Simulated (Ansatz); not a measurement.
Program: Ansatz. Geometries: PBE0-D4/def2-TZVP. ΔE: electronic, gas phase. CCSD(T)/CBS is the MP2 limit (def2-TZVPP, def2-QZVPP) plus CCSD(T) − MP2 in def2-TZVPP, frozen cores. This one scheme is used for every species. DFT in def2-TZVPP. Each species was taken in one conformer, which may not be the lowest.

Consider the formal hydrolysis of a B–O bond: `[SiH3]OB(S)Cl` + H₂O → `OB(S)Cl` + silanol.

| species | r2SCANh-D4 energy (Eh) |
| --- | --- |
| `[SiH3]OB(S)Cl` | -1250.45794 |
| H₂O | -76.41866 |
| `OB(S)Cl` | -959.75226 |
| `O[SiH3]` | -367.12573 |

Problem. Work out ΔE.

Solution. ΔE = (-959.75226) + (-367.12573) − (-1250.45794) − (-76.41866) = -0.00139 Eh = -0.9 kcal/mol. CCSD(T)/CBS gives +0.6 kcal/mol.

Problem. What do rigid-rotor, harmonic-oscillator terms from PBE0-D4/def2-TZVP frequencies (298.15 K, 1 bar) make of the CCSD(T)/CBS value? (Best estimate.)

Solution. The calculation gave: ΔZPE = +1.1 kcal/mol, ΔH = +0.7 kcal/mol, ΔS = -4 J/(mol·K), ΔG = +1.0 kcal/mol. Modes under 50 cm⁻¹ make the entropy rough.

Largest T1 diagnostic among the species: 0.012.

The D4 term adds +2.0 kcal/mol with B3LYP and +1.2 kcal/mol with PBE0; it sums over pairs of atoms, weighted by their polarisabilities, and B3LYP, whose exchange is more repulsive, gets the larger term. From BLYP to BHLYP (50 % exact exchange), in def2-TZVPP and without D4, ΔE moves by +1.1 kcal/mol.

B3LYP here is the variant with VWN-RPA as its local correlation; programs differ in this.
